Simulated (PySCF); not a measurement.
**Static response to an electric field**

Compound: 1,1,1,2,2-pentafluoro-2-methoxyethane, C3H3F5O.
Numbering: `[CH3:1][O:2][C:3]([F:4])([F:5])[C:6]([F:7])([F:8])[F:9]` (hydrogens: H10, H11, H12 on C1)

Geometry (GFN2-xTB, Å), atoms numbered from 1 in this order:
```xyz
12
C3H3F5O angstrom
C     -1.8945    0.3674    0.3355
O     -0.4876    0.5646    0.5678
C      0.3173   -0.3354    0.0218
F      0.0702   -1.6052    0.4480
F      0.1979   -0.4115   -1.3329
C      1.7892    0.0183    0.3649
F      2.1017    1.2237   -0.1021
F      2.6366   -0.8590   -0.1627
F      1.9736    0.0266    1.6819
H     -2.2155   -0.5872    0.7550
H     -2.3785    1.1915    0.8506
H     -2.1092    0.4054   -0.7334
```

Level: wB97X-D/def2-SVPD (PySCF), static field, nuclei fixed, core orbitals frozen in the response. The polarisability tensor in these axes (au):

```
x   52.33 -1.88 -0.61
y   -1.88 43.98  0.35
z   -0.61  0.35 43.45
```

**Question.** What are the eigenvalues, a third of the trace, and Δα (Δα² = ½Σ(αi − αj)² over the three pairs)?

**Answer.** Principal values 43.26, 43.73 and 52.78 au; mean 46.59 au = 6.90 Å³ = 7.68 × 10⁻⁴⁰ C²·m²/J; Δα = 9.30 au (20 % of the mean).

**Question.** What is the dipole moment, and where does it point?

**Answer.** (-2.87, 0.53, 0.15) D, 2.92 D in size, pointing from the negative to the positive side. Measured along this direction, the outermost atoms are F8 at the negative end and H11 at the positive end.

**Question.** What depolarisation ratio follows for Rayleigh scattering of linearly polarised light, taking the static tensor?

**Answer.** ρ = 3Δα²/(45ᾱ² + 4Δα²) = 259.2/(97674 + 345.7) = 0.00264.

**Question.** In a dilute gas of rigid molecules at 400 K, how does the orientational term μ²/3kT compare with the electronic polarisability?

**Answer.** In Gaussian units μ²/3kT = 51.39 Å³ against 6.90 Å³, a ratio of 7.44; the Debye molar polarisation (4π/3)N_A(α + μ²/3kT) is 147.1 cm³/mol, leaving out the vibrational part.

**Question.** Find the Langevin capture rate constant for O2+ (31.990 u) meeting this molecule (150.010 u), k = 2.342 × 10⁻⁹ cm³/s × √(α in Å³ / reduced mass in u).

**Answer.** The reduced mass is 26.37 u, so k = 1.20 × 10⁻⁹ cm³/s. The formula leaves out the permanent dipole, which adds to the capture rate.

The structure is a single GFN2-xTB conformer in the gas phase; no vibrational or solvent corrections.
